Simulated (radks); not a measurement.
Values are calculated unless marked as measured or tabulated.
Task: Species: Ta I. Configuration: [Xe] 4f14 5d3 6d2 (not the ground configuration). Code: a radial shooting solver on a logarithmic mesh with Libxc functionals. Model: Dirac Kohn-Sham, PBE, spin-unpolarised, spherical densities, finite nucleus; open shells fill j = l - 1/2 first; Fermi nuclear charge, rms radius 5.3507 fm.

Spin-orbit splittings of the eigenvalues, e(l+1/2) - e(l-1/2), with zeta = 2 splitting/(2l+1) and mean radii in bohr:

| shell | occ. | splitting (eV) | zeta (eV) | <r> j=l-1/2 | <r> j=l+1/2 |
|---|---|---|---|---|---|
| 2p | 6 | 1270 | 846.8 | 0.06487 | 0.07271 |
| 3p | 6 | ? | ? | 0.1943 | 0.2088 |
| 3d | 10 | 59.56 | 23.82 | 0.1829 | 0.1874 |
| 4p | 6 | 62.96 | 41.97 | 0.4644 | 0.4975 |
| 4d | 10 | 11.57 | 4.627 | 0.5164 | 0.5279 |
| 4f | 14 | 1.982 | 0.5662 | 0.6341 | 0.6450 |
| 5p | 6 | 8.722 | 5.815 | 1.221 | 1.326 |
| 5d | 3 | 0.6780 | 0.2712 | 1.989 | 2.056 |
| 6d | 2 | 0.03845 | 0.01538 | 7.727 | 7.848 |

Estimate the 3p splitting.

Result: 273.4 eV (zeta = 182.3 eV).
